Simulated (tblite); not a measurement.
C₃H₉FN₂Si.
Atom-mapped SMILES: `[NH2:1][Si:2]1([NH2:3])[CH2:4][CH2:5][C@@H:6]1[F:7]` (hydrogens: H8, H9 on N1; H10, H11 on N3; H12, H13 on C4; H14, H15 on C5; H16 on C6)

Geometry (GFN2-xTB, Å), atoms numbered from 1 in this order:
```xyz
16
C3H9FN2Si angstrom
N      1.2407    1.7428   -0.4214
Si     0.6889    0.1638   -0.0189
N      2.0892   -0.7080    0.4756
C     -0.6655   -0.5007   -1.2006
C     -1.7218   -0.4688   -0.0767
C     -0.8370   -0.1301    1.1348
F     -1.3140    0.9760    1.8312
H      0.5446    2.4435   -0.6209
H      1.9653    2.1380    0.1565
H      2.9360   -0.5612   -0.0479
H      1.9964   -1.6800    0.7197
H     -0.9361    0.1091   -2.0585
H     -0.4963   -1.5108   -1.5682
H     -2.4440    0.3314   -0.2306
H     -2.2659   -1.4050    0.0377
H     -0.7882   -0.9312    1.8768
```

Method: GFN2-xTB as coded in tblite; computed harmonic values from a numerical Hessian at the method's own geometry, unscaled. Against measured fundamentals such values can be off by several per cent, at times by over 20. One conformer, not necessarily the lowest.

Harmonic wavenumbers (cm⁻¹): 48.6, 99.9, 152.1, 192.2, 206.8, 209.3, 213.1, 322.8, 395.5, 489.2, 526.7, 569.8, 635.1, 686.6, 726.0, 795.6, 806.5, 854.8, 927.1, 953.8, 963.6, 1028.5, 1054.5, 1089.5, 1165.5, 1198.6, 1216.2, 1268.2, 1303.9, 1470.0, 1489.7, 1501.1, 1509.8, 2934.4, 2992.2, 3007.5, 3014.0, 3024.3, 3467.9, 3482.1, 3503.7, 3520.1.

A = 2781, B = 1725, C = 1536 MHz; mass 120.052 u (most abundant isotopes); point group C1, symmetry number 1.

Problem. What is the zero-point energy?

Solution. ½Σν̃ = 27508 cm⁻¹ = 78.65 kcal/mol.

Problem. Entropy at 298.15 K, 1 bar (ideal gas, RRHO, classical rotation)?

Solution. Translation 40.29, rotation 28.17, vibration 25.76: S = 94.2 cal/(mol K).

Problem. And Cp and H(298.15 K) − H(0)?

Solution. Cp = 35.75 cal/(mol K), of which vibrations give 27.80 (their classical limit is 42 R = 83.5); H(298.15 K) − H(0) = 6.54 kcal/mol without the zero-point energy, 4.17 from vibrations.

Problem. Blend soft modes into free rotors: weight 1/[1 + (100 cm⁻¹/ν̃)⁴] for the oscillator and the rest for a rotor with moment μB/(μ + B), μ = h/(8π²ν), B = 10⁻⁴⁴ kg m². What vibrational entropy results?

Solution. 24.21 cal/(mol K) in place of 25.76, which changes −T·S at 298.15 K by +0.46 kcal/mol.

Problem. What must be added to the electronic energy to get the Gibbs energy at 298.15 K and 1 bar?

Solution. ZPE + [H(298.15 K) − H(0)] − T·S = 78.65 + 6.54 − 28.09 = 57.10 kcal/mol.

Hindered rotation and anharmonicity are outside this model. Other conformers, if any are populated, would add a mixing term that is left out. The structure is chiral; the term R ln 2 for an equal mix with its mirror image is left out.
